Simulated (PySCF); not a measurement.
CH₃Cl₂FOSn, SMILES C[O][Sn]([F])([Cl])[Cl]. Atoms are numbered in the order given.

```xyz
9

C     -2.8535     0.1728    -0.0944
O     -1.6506     0.9134    -0.2538
Sn     0.0859    -0.0041    -0.1609
F      0.3303    -1.0698    -1.7544
Cl     1.7855     1.5767    -0.0818
Cl     0.1347    -1.4876     1.6456
H     -3.0622    -0.4724    -0.9665
H     -2.8481    -0.4544     0.8153
H     -3.6730     0.9032    -0.0013
```
Charge 0, spin multiplicity 1.

The structure is a stationary point at B3LYP-D3(BJ)/def2-SVP. The structure was generated by enumeration; whether it is a known compound was not checked. The def2 effective core potentials stand for the cores of Sn; spin–orbit coupling is left out. The values are those of a single conformer.

All values below come from CAM-B3LYP/def2-TZVP (PySCF).

ESP charges are fitted to the potential on shells at 1.4 to 2.0 van der Waals radii. Atomic charges (e):

| atom | Löwdin | Mulliken | ESP fit |
|---|---|---|---|
| C1 | -0.38 | ? | -0.16 |
| O2 | -0.11 | -0.50 | -0.28 |
| Sn3 | 0.23 | ? | 0.59 |
| F4 | -0.25 | ? | -0.26 |
| Cl5 | 0.10 | -0.28 | -0.09 |
| Cl6 | 0.07 | -0.30 | -0.12 |
| H7 | 0.11 | 0.13 | 0.13 |
| H8 | 0.11 | 0.12 | 0.09 |
| H9 | 0.12 | 0.14 | 0.11 |

Q: Fill in the missing entries. (The exact figures need the calculation; the answer reports its results.)

A: 
- C1, Mulliken: -0.20
- Sn3, Mulliken: 1.33
- F4, Mulliken: -0.46
